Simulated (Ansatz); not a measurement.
A run for Ansatz (a program for electronic structure): U-wB97X-V/def2-TZVPP on Na2-, 2S+1 = 2, a spin state set in the input, which need not be the lowest, a point of a bond scan (R = 3.598 Å). Charge -1.

Ansatz 0.2 input:
```yaml
crystal:
  periodic: [false, false, false]
  atoms:
    - {symbol: Na, position_ang: [0.00000000, 0.00000000, 0.00000000]}
    - {symbol: Na, position_ang: [0.00000000, 0.00000000, 3.59847500]}
basis:
  gaussian:
    orbitals: def2-TZVPP
    pivot_positions_ang: [[0.00000000, 0.00000000, 0.00000000], [0.00000000, 0.00000000, 3.59847500]]
hamiltonian:
  xc: {name: wB97X-V}
total_charge: -1
magnetization: {spin_polarized: true, initial_magnetization: 1}
output: {forces: true, orbitals: {seedname: ./end}}
```

The head of its log:

```
WARN ansatz: RAYON_NUM_THREADS=1 ignored (pool sized by the plan → 1); use --threads N
Functional definition: wB97X-V
integrals: 0.04 GiB planned
554 factors; their error is unknown
integrals: 0.07 GiB planned
254 factors; integrals over basis functions are off by at most 5.0e-6 eV
mean field: 0.37 GiB planned
mean field evaluation 1: about -8830.2997 eV, gradient 2.8e0 eV
mean field evaluation 2: about -8830.3638 eV, gradient 1.6e0 eV
```

**Question.** Predict the final total energy.

**Answer.** -324.5130 hartree.
